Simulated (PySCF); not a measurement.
Compound: C8H8Cl2.
SMILES with atom numbers: `[Cl:1][CH:2]([Cl:3])[C:4]1=[CH:5][CH:6]=[CH:7][CH:8]=[CH:9][CH2:10]1` (hydrogens: H11 on C2; H12 on C5; H13 on C6; H14 on C7; H15 on C8; H16 on C9; H17, H18 on C10)

The same species was optimised twice, with GFN2-xTB and with PBE0-D3(BJ)/def2-SVP (PySCF), and the same property calculations (PySCF, gas phase) were run on both structures.

```tsv
coordinate	GFN2-xTB	PBE0-D3(BJ)/def2-SVP	change
C6=C7 (Å)	1.351	1.365	+0.014
C8=C9 (Å)	1.337	1.350	+0.013
C4=C5 (Å)	1.345	1.355	+0.010
C7–C8 (Å)	1.436	1.443	+0.007
C5–C6 (Å)	1.434	1.441	+0.007
C2–C4 (Å)	1.486	1.489	+0.003
C2–Cl3 (Å)	1.787	1.789	+0.002
Cl1–C2 (Å)	1.792	1.793	+0.001
C9–C10 (Å)	1.496	1.498	+0.002
C4–C10 (Å)	1.500	1.501	+0.001
C4–C10–C9 (°)	104.5	107.5	+3.0
C2–C4–C5 (°)	121.1	119.9	-1.2
Cl1–C2–Cl3 (°)	108.6	109.5	+0.9
C6–C7–C8 (°)	124.8	125.7	+0.9
C2–C4–C10 (°)	118.1	119.0	+0.9
C5–C6–C7 (°)	124.9	125.7	+0.8
Cl3–C2–C4 (°)	110.4	111.0	+0.6
C8–C9–C10 (°)	121.1	121.6	+0.5
Cl1–C2–C4–C5 (°)	-119	-117	+2
```

Rotational constants: A = 1760, B = 659.3, C = 575.5 MHz (GFN2-xTB) against A = 1729, B = 641.1, C = 563.7 MHz (PBE0-D3(BJ)/def2-SVP). Point groups within 0.08 Å: C1 and C1.

On the GFN2-xTB structure: HOMO (eV) -6.82 [PBE0/pcSseg-1]; LUMO (eV) -1.50 [PBE0/pcSseg-1]; dipole (D) 2.16 [PBE0/pcSseg-1]; GIAO shielding of Cl1/Cl3 (mean) (ppm) 619.4 [PBE0/pcSseg-1]; GIAO shielding of C2 (ppm) 99.7 [PBE0/pcSseg-1]; GIAO shielding of C4 (ppm) 46.2 [PBE0/pcSseg-1]; GIAO shielding of C5 (ppm) 59.8 [PBE0/pcSseg-1]; GIAO shielding of C6 (ppm) 53.4 [PBE0/pcSseg-1]; GIAO shielding of C7 (ppm) 46.0 [PBE0/pcSseg-1]; GIAO shielding of C8 (ppm) 55.3 [PBE0/pcSseg-1]; GIAO shielding of C9 (ppm) 52.3 [PBE0/pcSseg-1].

Problem. What do these properties become on the PBE0-D3(BJ)/def2-SVP structure?

Solution. 
```csv
property,level,on GFN2-xTB,on PBE0-D3(BJ)/def2-SVP,change
HOMO (eV),PBE0/pcSseg-1,-6.82,-6.72,+0.10
LUMO (eV),PBE0/pcSseg-1,-1.50,-1.66,-0.16
dipole (D),PBE0/pcSseg-1,2.16,2.19,+0.03
"energy, GFN2-xTB geometry as zero (kcal/mol)",PBE0/pcSseg-1,0.0,-0.9,-0.9
GIAO shielding of Cl1/Cl3 (mean) (ppm),PBE0/pcSseg-1,619.4,626.0,+6.6
GIAO shielding of C2 (ppm),PBE0/pcSseg-1,99.7,98.0,-1.7
GIAO shielding of C4 (ppm),PBE0/pcSseg-1,46.2,46.1,-0.1
GIAO shielding of C5 (ppm),PBE0/pcSseg-1,59.8,55.6,-4.2
GIAO shielding of C6 (ppm),PBE0/pcSseg-1,53.4,50.3,-3.1
GIAO shielding of C7 (ppm),PBE0/pcSseg-1,46.0,42.8,-3.2
GIAO shielding of C8 (ppm),PBE0/pcSseg-1,55.3,50.8,-4.5
GIAO shielding of C9 (ppm),PBE0/pcSseg-1,52.3,51.4,-0.9
```

The heavy atoms differ by 0.052 Å rms after alignment. Among bonds between heavy atoms C6=C7 and C8=C9 change most and about equally (+0.013 to +0.014 Å). Changes are differences of the printed values. Neither structure is proved a minimum here.

Shape of the structure used: `[Cl:1][CH:2]([Cl:3])[C:4]1=[CH:5][CH:6]=[CH:7][CH:8]=[CH:9][CH2:10]1`: Cl1–C2–C4–C5 -117°.
